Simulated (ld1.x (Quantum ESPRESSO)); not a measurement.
# Building the TM potential for Ta (LDA (PZ), fully relativistic).

- Element: tantalum
- Generator: ld1.x (Quantum ESPRESSO) 7.5
- Type: norm-conserving Troullier–Martins (Kleinman–Bylander form)
- Functional: LDA (PZ)
- Relativity: fully relativistic
- Frozen core: [Kr] 4d10 4f14 5s2
- Valence charge: 11
- Reference configuration: 5p6 5d3 6s1.75 6p0.25
- Partial waves: 6s (bound): rc 2.25 bohr; 5d (bound): rc 2.70 bohr; 5p (bound): rc 1.55 bohr
- Local potential: the p channel
- Core correction: a·sin(br)/r model core inside 1.40 bohr

Open shells are filled in proportion to 2j + 1 (rel_dist='average').

Occupied shells without a wave of their own: 6p. They enter only through the test configuration that unscreens the potential, and ld1.x also counts them in the model core charge.

All-electron outer shells of the reference configuration (LDA (PZ), scalar-relativistic, ld1.x):

| shell | level (eV) | outermost node (bohr) | outermost maximum (bohr) |
| --- | --- | --- | --- |
| 5s | -73.59 | 0.54 | 0.98 |
| 5p | -39.96 | 0.58 | 1.13 |
| 4f | -25.33 | – | 0.44 |
| 6s | -5.89 | 1.32 | 2.74 |
| 5d | -4.13 | 0.65 | 1.58 |
| 6p | -1.69 | 1.59 | 3.85 |

Problem. Estimate the cutoffs (Ry, on a coarse ladder) from which the occupation-weighted sum of valence levels, in a spherical-Bessel basis at the reference potential, stays within 10 and 1 mRy of its value at 400 Ry.

Solution. 50 Ry and 100 Ry.

Problem. What does a ghost test show?

Solution. Ghost states, extra bound levels that the all-electron valence spectrum of the same l lacks: p1/2 at -40.1 eV, s at -15.6 eV. A true bound ghost makes a file unfit for plane-wave use.

Problem. Which valence shell sets the plane-wave cutoff?

Solution. 5p: its level needs 80 Ry to come within 1 mRy, against 35 Ry for 6p.

Problem. Tests: 5p6 5d3 6s2 6p0; 5p6 5d3 6s1 6p0; 5p6 5d3 6s0 6p0; 5p6 5d2 6s2 6p1; 5p6 5d1 6s0 6p0; 5p6 5d4 6s1 6p0; 5p6 5d2 6s0 6p0. Which has the largest error in its energy relative to the reference configuration, and how large is it?

Solution. 5p6 5d1 6s0 6p0, with -344 meV (all-electron minus pseudo) on +82.24 eV.

ld1.x takes every shell without a wave as core, so the model core holds the 6p electrons as well and exchange and correlation see them twice. This cancels in the reference configuration, but the file is broken for other ones, and its errors say nothing about a proper core correction.
